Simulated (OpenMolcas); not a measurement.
Ag4+: moving or changing the point charges

Ag4+ among 2 point charges of -3 e arranged as a linear pair (D∞h), 1.8 Å from the ion.

| Item | Value |
| --- | --- |
| Program | OpenMolcas |
| Method | SS-CASPT2, IPEA 0.25 Eh, imaginary shift 0.1 Eh (closed shells correlated: 4s 4p) |
| Basis | ANO-RCC-VTZP [7s6p4d2f1g] |
| Scalar Hamiltonian | DKH2, point nucleus |
| Active space | 7 electrons in 5 orbitals (4d) |
| State averaging | 2S+1 = 4 even, 10 roots; 2S+1 = 2 even, 40 roots |
| Spin-orbit coupling | state interaction with AMFI integrals over the reference wave functions |

Runs around this geometry, states (labels by Λ). Energies in cm-1 above the lowest state or level, χT in cm3 K/mol.

```tsv
R (Å)	q (e)	Ground state	First state of that spin	First gap with spin-orbit (degeneracies)	χT at 300 K	First state of another spin
1.8	-1.95	4Σ	4Φ 2640	160 (2, 2)	3.096	2Π 13990
1.68	-3	4Σ	4Φ 11940	270 (2, 2)	1.957	2Π 11630
1.8	-3	4Σ	4Φ 8480	160 (2, 2)	2.164	2Π 12940
1.9	-3	4Σ	4Φ 6180	61 (2, 2)	2.391	2Π 13770
```

Taking the first state of the same spin as R^-n, n = -ln(6180 / 11940) / ln(1.9 / 1.68) = 5.4 between the shortest and longest distance.

Scaling the charges by -1.95 / -3 = 0.65 scales the first state of the same spin by 2640 / 8480 = 0.31; with fixed orbitals a first-order splitting would follow the charge.

Roots that are degenerate in the reference are averaged as groups; the widest CASPT2 spread within a group is 24 cm-1 (the 2-fold group of multiplicity 2 near 46200 cm-1 above the lowest state of its run, R = 1.8, q = -3). Shifts and gaps below about the spread of the groups concerned are not significant. This shell can be high or low spin here, a state of another spin lies low, and with metal d orbitals alone active their balance is uncertain, so the ground spin may be wrong. Point charges give a weaker field than real ligands, and real ions of this kind are as a rule low spin; the high spin found here belongs to the model. Free-ion shares, where given, are those of the reference states; single-state CASPT2 does not remix them. Point charges carry no covalency, so the field is a model and not that of real ligands. No measured value stands beside these numbers.
